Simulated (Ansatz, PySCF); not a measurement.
Complex: HF (SMILES F) (first 2 atoms) with HI (SMILES I); geometry from B3LYP-D3(BJ)/def2-TZVP.
(charge 0, multiplicity 1):
```xyz
4

F      0.552     0.619    -0.261
H      0.283    -0.213    -0.565
I     -0.138     0.210     3.420
H      0.273     0.731     1.944
```

```
level                                  interaction energy (kcal/mol)  cost
-------------------------------------  -----------------------------  ----
HF/def2-TZVPPD                                                 -0.41     -
PBE-D4/def2-TZVPPD                                             -1.92    ×1
BLYP/def2-TZVPPD                                               -0.67    ×1
BLYP-D4/def2-TZVPPD                                            -1.39    ×1
B3LYP-D3(BJ)/def2-TZVPPD                                       -1.62    ×1
PBE0-D4/def2-TZVPPD                                            -1.79    ×1
BHLYP/def2-TZVPPD                                              -1.28    ×2
BHLYP-D3(BJ)/def2-TZVPPD                                       -1.76    ×2
CAM-B3LYP-D4/def2-TZVPPD                                       -1.81    ×2
B2PLYP-D4/def2-TZVPPD                                          -1.49    ×2
MP2/def2-SVPD                                                  -1.30     -
MP2/def2-TZVPPD                                                -1.33     -
CCSD(T)/def2-TZVPPD                                            -1.21    ×8
CCSD(T)/CBS(def2-TZVPPD, def2-QZVPPD)                          -1.55  ×70*
```

The rows run from -1.92 (PBE-D4/def2-TZVPPD) to -0.41 kcal/mol (HF/def2-TZVPPD). From def2-SVPD to def2-TZVPPD MP2 changes by -0.04. The dispersion term adds -0.72 in BLYP-D4, -0.48 in BHLYP-D3(BJ).

Monomers are frozen at their geometry in the pair; levels with a basis set take the counterpoise correction.

Cores are frozen in the correlated methods. Filled d and f shells under p-block atoms count as core. CBS(a, b) extrapolates the correlation energy as X⁻³ and adds the Hartree–Fock energy of set b.

The values were computed with Ansatz (a quantum-chemistry and plane-wave program); PySCF for the dispersion terms.  In def2 rows elements past Kr take small-core potentials, without spin–orbit coupling.

Costs are rough ratios of core time to PBE/def2-TZVPPD (about 3.0 s over the structures, on one shared machine); a dash marks a level with no comparable run of its own. A star marks coupled-cluster runs past 200 virtual orbitals, where the program's memory plan changes under this machine's limit, so their costs aren't comparable with smaller runs.
